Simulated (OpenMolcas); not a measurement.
**Mn²⁺: effect of the active space**

```yaml
Program: OpenMolcas 26.06
Method: CASSCF or its RAS form
Basis: ANO-RCC-VQZP
Scalar_Hamiltonian: DKH2, point nucleus
Spin-orbit_coupling: state interaction with AMFI integrals over the reference wave functions, term energies averaged over their components
```

A. 5 electrons in 5 orbitals (3d); 2S+1 = 6 even, 1 root; 2S+1 = 4 even, 24 roots; 2S+1 = 2 even, 75 roots; cost about 26 core-seconds
B. 5 electrons in 6 orbitals (3d 4s); 2S+1 = 6 even, 6 roots; 2S+1 = 4 even, 59 roots kept (CI in the orbitals of an earlier block); 2S+1 = 2 even, 101 roots kept (CI in the orbitals of an earlier block); cost about 70 core-seconds
C. 11 electrons in 8 orbitals (RAS1 3p, at most 2 holes; RAS2 3d); 2S+1 = 6 even, 1 root; 2S+1 = 4 even, 24 roots; 2S+1 = 2 even, 58 roots; cost roughly 50 core-seconds
D. 5 electrons in 10 orbitals (3d 4d); 2S+1 = 6 even, 1 root; 2S+1 = 4 even, 24 roots; 2S+1 = 2 even, 58 roots; cost of the order of 3 core-minutes

Energies in eV above 3d5 6S 5/2, the measured ground level; measured values from Corliss and Sugar, J. Phys. Chem. Ref. Data 6, 1253 (1977).

| Level | A | B | C | D | Measured |
| --- | --- | --- | --- | --- | --- |
| 3d5 6S 5/2 | 0.0000 | 0.0000 | 0.0000 | 0.0000 | 0.0000 |
| 3d5 4G 5/2 | 3.9910 | 4.2605 | 4.0833 | 3.8170 |  |
| 3d5 4G 7/2 | 3.9926 | 4.2625 | 4.0855 | 3.8202 |  |
| 3d5 4G 11/2 | 3.9931 | 4.2628 | 4.0862 | 3.8245 |  |
| 3d5 4G 9/2 | 3.9936 | 4.2636 | 4.0869 | 3.8230 |  |
| 3d5 4P 5/2 | 4.5898 | 4.9043 | 4.1603 | 4.3585 | 3.6163 |
| 3d5 4P 3/2 | 4.5945 | 4.9094 | 4.1636 | 4.3618 |  |
| 3d5 4P 1/2 | 4.6000 | 4.9155 | 4.1666 | 4.3662 |  |
| 3d5 4D 7/2 | 4.9614 | 5.3032 | 4.8235 | 4.7515 | 4.0056 |
| 3d5 4D 1/2 | 4.9666 | 5.3092 | 4.8268 | 4.7524 | 4.0132 |
| 3d5 4D 3/2 | 4.9708 | 5.3138 | 4.8287 | 4.7570 |  |
| 3d5 4D 5/2 | 4.9719 | 5.3149 | 4.8290 | 4.7593 | 4.0151 |
| 3d5 2I 11/2 | 5.6746 | 6.0737 | 5.9770 | 5.4382 | 4.8570 |
| 3d5 2I 13/2 | 5.6786 | 6.0782 | 5.9828 | 5.4448 | 4.8573 |
| 3d5 2D 5/2(1) [69 %] | 6.3865 | 6.8473 | 5.9428 | 6.1059 | 5.1129 |
| 3d5 2D 3/2(1) | 6.4346 | 6.9004 | 5.9860 | 6.1564 | 5.1540 |
| 3d5 2F 7/2(1) | 6.5539 | 7.0312 | 6.1450 | 6.2607 | 5.2825 |
| 3d5 4F 9/2 | 6.6757 | 7.1434 | 6.4032 | 6.3334 | 5.4024 |
| 3d5 4F 7/2 | 6.6791 | 7.1471 | 6.4045 | 6.3325 | 5.4060 |
| 3d5 4F 5/2 [56 %] | 6.6869 | 7.1576 | 6.4081 | 6.3497 | 5.4142 |
| 3d5 4F 3/2 | 6.6907 | 7.1610 | 6.4113 | 6.3426 | 5.4150 |
| 3d5 2H 9/2 | 6.9548 | 7.4648 | 6.8377 | 6.6308 | 5.7672 |
| 3d5 2H 11/2 | 6.9704 | 7.4825 | 6.8541 | 6.6484 | 5.7864 |
| 3d5 2F 5/2(2) | 7.7353 | 8.3111 | 7.5555 | 7.4344 | 6.3235 |

Deviations, from unrounded energies. A percentage is the sum of absolute deviations over the sum of measured energies, with the sign that they share, or ± where signs differ.

```tsv
Against measurement	Levels	A	B	C	D
mean absolute deviation (cm-1)	16	9200	13000	7600	6900
other terms of the ground configuration (%)	16	+22.6	+31.3	+18.8	+17.0
```

D lies closest to measurement on these levels and B furthest from it. The largest miss of D in the table is 3d5 2F 5/2(2), by +9000 cm-1. The ranking rests on the paired levels alone, and a cruder setting can come out closer through cancelling errors.

The spin-orbit steps hold different terms of 3d5 (B lacks a 2D, a 2G, 2P; C lacks a 2D, a 2G, 2P; D lacks a 2D, a 2G, 2P), which shifts levels as well.

Among A to D the level of the table that moves most is 3d5 2D 3/2(1), by 7400 cm-1 (lowest in C, highest in B).

Without dynamic correlation excited terms often stand tens of per cent too high (terms of higher spin than the ground term too low), and those without a measured partner can miss by more than the paired ones. Terms from blocks run as CI alone lack orbitals of their own (holds for B). Active for correlation alone: 3p; no level in the range computed is led by a configuration that opens it, so any true level of that kind is missing (holds for C). Some levels mix across a computed gap that differs much from the measured one, so their mixing is not that of the real levels (holds for D). Active for correlation alone: 4d; no level in the range computed is led by a configuration that fills it, so any true level of that kind is missing (holds for D). Computed and measured levels are paired by configuration, term and J; levels that our copy of the source lacks, or whose pairing is in doubt (as where it misses far off the trend of its configuration), stay unpaired and out of the deviations. Levels of configurations outside the active space are missing. The table leaves out levels that lie high or whose names do not pair safely across all columns.

A share in square brackets marks a mixed level and gives the weight of the term that names it, the lowest over the columns. A number in round brackets counts repeated terms of one configuration in the order of the reference energies.
